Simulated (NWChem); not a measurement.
# ScCl2 cation; SMILES [Cl][Sc+][Cl]

Computed with NWChem. Pople sets run with spherical d functions. This spin state was assumed; another may lie lower. Each level has its own optimisation; frequencies are unscaled.

```
level                r Cl–Sc (Å)  highest harmonic frequency (cm⁻¹)  lowest (cm⁻¹)  zero-point energy (kcal/mol)
-------------------  -----------  ---------------------------------  -------------  ----------------------------
Hartree-Fock/STO-3G        2.283                                715             35                           1.7
Hartree-Fock/6-31G*        2.219                                541             78                           1.5
Hartree-Fock/3-21G             …                                  …              …                           1.5
PBE-D3(BJ)/def2-SVP        2.189                                517            114                           1.6
```

**Question.** Some entries are withheld; supply them.

**Answer.** 
- Hartree-Fock/3-21G, r Cl–Sc (Å): 2.241
- Hartree-Fock/3-21G, highest harmonic frequency (cm⁻¹): 522
- Hartree-Fock/3-21G, lowest (cm⁻¹): 85
